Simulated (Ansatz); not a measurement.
Basis-set extrapolation for C₂H₃ClNSi (`C[Si](Cl)C#N`) radical (PBE0-D4/def2-TZVP geometry, frozen core, Ansatz). Multiplicity 2, UHF reference.

```csv
,def2-TZVPP,def2-QZVPP
HF,-880.470905,-880.497895
MP2 correlation,-0.786896,-0.847531
CCSD(T) correlation,-0.865612,not run
```

Energies in hartree. Use E(X) = E(∞) + A·exp(−7.88·√X) for Hartree–Fock and E(X) = E(∞) + B·X^(−2.97) for correlation, with X = 3 and 4, and add CCSD(T) minus MP2 of the smaller set to the MP2 limit.

Question: What is the CCSD(T) energy at the basis-set limit?

Answer: HF limit: -880.497895 + (-0.026990) × 0.13774 = -880.50161. MP2 limit: -0.847531 + (-0.060635) × 0.74074 = -0.89245. Higher-order term: -0.865612 − (-0.786896) = -0.07872. Total: -881.47278 hartree, 357.8 kJ/mol below CCSD(T)/def2-TZVPP.
